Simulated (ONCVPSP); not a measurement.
Configuration tests for Si (Z = 14) (ONCV)

```
Element                 : silicon (Si)
Generator               : ONCVPSP 4.0.1
Type                    : optimised norm-conserving Vanderbilt (ONCV)
Functional              : PBE
Relativity              : scalar-relativistic
Frozen core             : [Ne]
Valence charge          : 4
Reference configuration : 3s2 3p2
Partial waves           : 3s: rc 1.45 bohr, ncon 5, nbas 8, qcut 3.8 1/bohr, 3 projectors, debl 1.1 Ha; 3p: rc 1.95 bohr, ncon 4, nbas 7, qcut 4.3 1/bohr, 2 projectors, debl 3 Ha; d scattering state at 0.32 Ha: rc 2.00 bohr, ncon 5, nbas 9, qcut 4 1/bohr, 2 projectors, debl 2.7 Ha
Local potential         : polynomial inside 1.40 bohr (lpopt 1, dvloc0 3 Ha)
Core correction         : Teter function, fcfact 2, rcfact 1.65
```

Energies are relative to the spin-unpolarised reference configuration 3s2 3p2; without spin polarisation the order of configurations can differ from experiment.

Give the all-electron excitation energy and the error of the potential for: 3s2 3p1; 3s2 3p0; 3s1 3p0; 3s1 3p3.

```json
{"valence configuration": "3s2 3p1", "charge": "+1", "ΔE all-electron (eV)": "7.740", "error AE − PS (meV)": "-0.5"}
{"valence configuration": "3s2 3p0", "charge": "+2", "ΔE all-electron (eV)": "23.733", "error AE − PS (meV)": "-12"}
{"valence configuration": "3s1 3p0", "charge": "+3", "ΔE all-electron (eV)": "57.704", "error AE − PS (meV)": "-88"}
{"valence configuration": "3s1 3p3", "charge": "0", "ΔE all-electron (eV)": "6.814", "error AE − PS (meV)": "-4.6"}
```

Levels in the configuration 3s2 3p1:

```csv
level,all-electron (eV),pseudo (eV)
3s,-19.034,-19.039
3p,-11.656,-11.658
```

Note: ghosts flagged at negative energy: s at -141.8 eV; GHOST(+) flagged for s at 342.5 eV. A true bound ghost makes a file unfit for plane-wave use.
